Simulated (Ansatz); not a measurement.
H$_{12}$N$_{4}$Zn, charge +2, singlet, at a GFN2-xTB geometry (such geometries of metal compounds can be far from the true shape); CAM-B3LYP/STO-3G in Ansatz (a first-principles code).

Ansatz was given this input:
Ansatz 0.2 input:
```yaml
crystal:
  periodic: [false, false, false]
  atoms:
    - {symbol: Zn, position_ang: [0.00000000, -0.00000000, 0.00000000]}
    - {symbol: N, position_ang: [-1.53567250, -0.90701452, 1.02316825]}
    - {symbol: H, position_ang: [-1.28458859, -1.19587345, 1.97191899]}
    - {symbol: H, position_ang: [-1.88481727, -1.75705256, 0.57356415]}
    - {symbol: H, position_ang: [-2.36073738, -0.31334349, 1.13907004]}
    - {symbol: N, position_ang: [-0.67437130, 0.61833595, -1.84139149]}
    - {symbol: H, position_ang: [0.05295694, 1.03499625, -2.42790527]}
    - {symbol: H, position_ang: [-1.41112412, 1.32653274, -1.79381863]}
    - {symbol: H, position_ang: [-1.07032581, -0.13482610, -2.40935059]}
    - {symbol: N, position_ang: [0.66804094, 1.62596606, 1.06667441]}
    - {symbol: H, position_ang: [1.06679797, 1.38554945, 1.97760979]}
    - {symbol: H, position_ang: [-0.06239770, 2.31203602, 1.27253355]}
    - {symbol: H, position_ang: [1.40129632, 2.15771587, 0.59108080]}
    - {symbol: N, position_ang: [1.54200285, -1.33728749, -0.24845116]}
    - {symbol: H, position_ang: [1.89464507, -1.72719605, 0.62917368]}
    - {symbol: H, position_ang: [2.36426521, -0.93737986, -0.70732924]}
    - {symbol: H, position_ang: [1.29402935, -2.15115882, -0.81654727]}
basis:
  gaussian:
    orbitals: STO-3G
    symmetry_tolerance_ang: 0.01
hamiltonian:
  xc: cam_b3lyp
total_charge: 2
```

Task: Write the output that Ansatz gives for this input, abridged.

Result: 
```
Functional definition: CAM-B3LYP
594 factors; integrals over basis functions are off by at most 2.7e-4 eV
246 factors; integrals over basis functions are off by at most 2.1e-6 eV
mean field evaluation 1: about -52930.9059 eV, gradient 3.7e2 eV
mean field evaluation 2: about -53678.7024 eV, gradient 1.2e2 eV
mean field evaluation 4: about -52762.6278 eV, gradient 3.4e2 eV
mean field evaluation 8: about -53746.5907 eV, gradient 1.6e2 eV
mean field evaluation 16: about -53915.6811 eV, gradient 8.1e0 eV
mean field evaluation 32: about -52930.9321 eV, gradient 3.7e2 eV
mean field evaluation 64: about -53913.6803 eV, gradient 2.2e1 eV
mean field -53915.74572330 eV, -1981.3671099263 hartree, gradient 4.5e-6 eV, S^2 0.000000; 4 other end points of the search recorded, 0 dependent functions left out
reference -53915.74586583 eV, -1981.3671151643 hartree; 34, 34 occupied and 16, 16 virtual orbitals, 594 factors
Total energy: -53915.74586583 eV, -1981.3671151643 hartree
```
